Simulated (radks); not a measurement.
Charge is removed step by step from the 1s level of neutral copper, starting from [Ar] 3d10 4s1. Method: non-relativistic Kohn-Sham, LDA (Slater exchange, Perdew-Wang correlation), spin-unpolarised, spherical densities, point nucleus; computed with a radial shooting solver on a logarithmic mesh with Libxc functionals.

removed (e)  E - E(0) (eV)  eigenvalue (eV)  E minus straight line (eV)
0                    0.000          -8729.1                       0.000
0.25                2192.9          -8813.7                     -31.664
0.5                 4406.9          -8898.3                     -42.175
0.75                6642.0          -8982.5                     -31.583
1                   8898.1          -9066.2                       0.000

Removing the whole electron costs 8898.1 eV by Delta-SCF, against 8729.1 eV from minus the eigenvalue at the starting occupation. Slater's transition state (half an electron removed) gives 8898.3 eV. Integrating minus the eigenvalue over the occupation (Janak's theorem) gives 8898.1 eV. The mean slope of the eigenvalue, de/dn, is 337 eV per electron.
